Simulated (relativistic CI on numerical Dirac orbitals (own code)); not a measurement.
## Level scheme of Tl72+

Computed by Dirac-Coulomb-Breit CI, orbitals from a KLI potential per configuration, QED by a radiative potential, unscaled Slater integrals (own radial code, finite nucleus).

CI space (outside the closed core 1s2): 2s2.2p5, 2s.2p6, 2s2.2p4.3s, 2p6.3s, 2p6.3p, 2s2.2p4.3p, 2p6.3d, 2s2.2p4.3d, 2s.2p5.3s, 2s.2p5.3p, 2s.2p5.3d, 2s2.2p4.4s, 2s2.2p4.4p, 2s2.2p4.4d, 2s2.2p4.4f, 2s2.2p3.3s2, 2s2.2p3.3s.3p, 2s2.2p4.5s, 2s.2p5.4s, 2s2.2p3.3s.3d, 2s2.2p4.5p, 2s2.2p3.3p2, 2s2.2p4.5d, 2s2.2p4.5f, 2s.2p5.4p, 2s2.2p4.5g, 2s.2p5.4d, 2s.2p5.4f, 2s2.2p3.3p.3d, 2s.2p4.3s2, 2s2.2p3.3d2, 2s.2p4.3s.3p, 2s.2p4.3s.3d, 2s.2p4.3p2, 2s.2p5.5s, 2s.2p4.3p.3d. Levels of other configurations are missing.

The lowest level is 2s2.2p5 2P°_3/2, with 100 % of that term; Hund's rules for 2s2.2p5 give 2P° with J = 3/2, in agreement.

```csv
No.,Configuration,Term,J,E (10³ cm⁻¹),%,Landé g
1,2s2.2p5,2P°,3/2,0,100,1.291
2,2s2.2p5,2P°,1/2,17091,100,0.605
3,2s.2p6,2S,1/2,21562,100,1.942
4,2p4(3P).3s,4P,5/2,81942,68,1.432
5,2p4(3P).3s,2P,3/2,82043,56,1.159
6,2p4(1S).3s,2S,1/2,82547,65,1.980
7,2p4(3P).3p,4P°,3/2,83221,31,1.429
8,2p4(3P).3p,2D°,5/2,83233,37,1.167
9,2p4(1S).3p,2P°,1/2,83792,73,0.642
10,2p4(3P).3p,4D°,7/2,88046,68,1.304
11,2p4(3P).3p,2D°,5/2,88047,51,1.302
12,2p4(1D).3p,2P°,1/2,88056,51,1.268
13,2p4(3P).3p,2P°,3/2,88501,48,1.302
14,2p4(1S).3p,2P°,3/2,88742,70,1.311
15,2p4(3P).3d,4D,3/2,89377,32,1.172
16,2p4(3P).3d,2F,7/2,89392,38,1.078
17,2p4(3P).3d,4D,5/2,89394,33,1.131
18,2p4(3P).3d,4P,1/2,89429,52,1.707
19,2p4(1S).3d,2D,3/2,89965,70,0.806
20,2p4(1D).3d,2F,7/2,90478,50,1.227
21,2p4(3P).3d,4F,9/2,90480,68,1.233
22,2p4(3P).3d,2P,1/2,90611,63,1.137
23,2p4(3P).3d,2D,5/2,90830,52,1.198
24,2p4(3P).3d,2P,3/2,90838,48,1.192
25,2p4(1S).3d,2D,5/2,91175,70,1.182
26,2p4(3P).3s,4P,3/2,99131,88,1.643
27,2p4(3P).3s,2P,1/2,99220,66,1.292
28,2p4(1D).3s,2D,5/2,99293,68,1.286
29,2p4(1D).3s,2D,3/2,99354,66,0.933
30,2p4(3P).3p,4P°,1/2,100358,51,1.753
31,2p4(3P).3p,4D°,3/2,100409,54,1.123
32,2p4(1D).3p,2F°,5/2,100519,52,1.020
33,2p4(1D).3p,2P°,3/2,100927,47,1.284
34,2s.2p5.3s,4P°,5/2,102956,99,1.556
35,2s.2p5.3s,2P°,3/2,103213,72,1.389
36,2s.2p5.3s,2P°,1/2,103814,87,0.874
37,2s.2p5.3s,2P°,3/2,103900,80,1.380
38,2s.2p5.3p,4P,3/2,104287,44,1.626
39,2s.2p5.3p,2D,5/2,104292,44,1.291
40,2s.2p5.3p,2P,1/2,105063,41,1.328
41,2s.2p5.3p,2D,3/2,105075,58,0.975
42,2p4(3P).3p,4D°,5/2,105232,55,1.392
43,2p4(3P).3p,2P°,1/2,105279,38,1.502
44,2p4(3P).3p,2D°,3/2,105287,53,1.198
45,2p4(1D).3p,2F°,7/2,105366,68,1.201
46,2p4(1D).3p,2P°,3/2,105437,42,1.305
47,2p4(1D).3p,2D°,5/2,105484,68,1.172
48,2p4(1D).3p,2P°,1/2,105986,87,0.611
49,2p4(3P).3d,4D,1/2,106501,81,0.166
50,2p4(3P).3d,4F,3/2,106603,38,0.897
51,2p4(3P).3d,4F,5/2,106646,57,1.000
52,2p4(1D).3d,2G,7/2,106695,61,0.973
53,2p4(3P).3d,4P,1/2,106874,34,1.722
54,2p4(1D).3d,2F,5/2,106891,46,1.053
55,2p4(1D).3d,2D,3/2,106937,35,1.175
56,2p4(3P).3d,4D,7/2,107652,44,1.286
57,2p4(3P).3d,2F,5/2,107778,45,1.160
58,2p4(3P).3d,2P,3/2,107782,46,1.282
59,2p4(1D).3d,2G,9/2,107816,68,1.153
60,2p4(1D).3d,2D,5/2,107904,63,1.208
61,2p4(1D).3d,2F,7/2,107960,74,1.131
62,2p4(3P).3d,2D,3/2,108166,64,0.906
63,2p4(1D).3d,2P,1/2,108216,63,1.161
64,2s.2p5.3p,4D,7/2,109083,99,1.394
65,2s.2p5.3p,2P,3/2,109155,56,1.443
66,2s.2p5.3p,4P,5/2,109214,57,1.397
67,2s.2p5.3p,2P,1/2,109413,46,1.253
68,2s.2p5.3p,2D,5/2,109910,69,1.250
69,2s.2p5.3p,2P,3/2,109976,53,1.244
70,2s.2p5.3p,2S,1/2,110250,56,1.758
```

Energies count from the lowest computed level; ° marks odd parity. Percentages are summed over parent terms; the parents shown are those of the largest component, closed shells are left out there.

The mean weight of the leading LS term, summed over parents, in these 70 levels is 60 %, and that of the leading jj configuration (from the same eigenvectors) 100 %, so jj coupling describes them better and the LS labels are nominal.

At this charge energies of transitions that change n are usually good to better than 1 %, and those within a shell (Δn = 0) to a few per cent.

LS names give the leading component of a level, which can be under half, so a name can repeat, a term be missing and a line seem to break the LS rules.
